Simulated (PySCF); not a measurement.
CH5O, charge +1, singlet, at a GFN2-xTB geometry. Base run: BLYP/6-31G* run with PySCF.

The PySCF input:
```python
from pyscf import gto, scf, dft

mol = gto.M(
    atom='''
C    -0.737154    0.122627    0.078956
O     0.689446   -0.101330   -0.156018
H    -1.288289   -0.589333   -0.533403
H    -0.971855    1.132604   -0.253429
H    -1.000201    0.000283    1.128716
H     0.939683   -1.018858    0.088706
H     1.228020    0.550182    0.343820
''',
    basis='6-31g*',
    charge=1,
    spin=0,
    verbose=4,
)

mf = dft.RKS(mol)
mf.xc = 'blyp'
mf.kernel()
```

The base run was repeated with changes; each row names its change, and settings that it needs were set with it.

```tsv
change	ΔE vs base (mEh)	SCF cycles	outcome
base	0.000	8	converged
conv_tol_grad = 1e-3	0.000	8	converged
DIIS = EDIIS	-	50	not converged
conv_tol_grad = 1e-7	0.000	10	converged
diis = off (with mf.max_cycle = 100)	-	100	not converged
init_guess = atom	0.000	9	converged
diis = off; damp = 0.3 (with mf.diis_start_cycle = 200; with mf.max_cycle = 150)	-	150	not converged
diis_space = 12	0.000	8	converged
conv_tol = 1e-4	0.008	5	converged
solver = newton; init_guess = 1e	0.000	-	converged
conv_tol = 1e-11	0.000	9	converged
conv_tol = 1e-6	0.000	7	converged
level_shift = 0.1 (with mf.max_cycle = 100)	0.000	9	converged
```
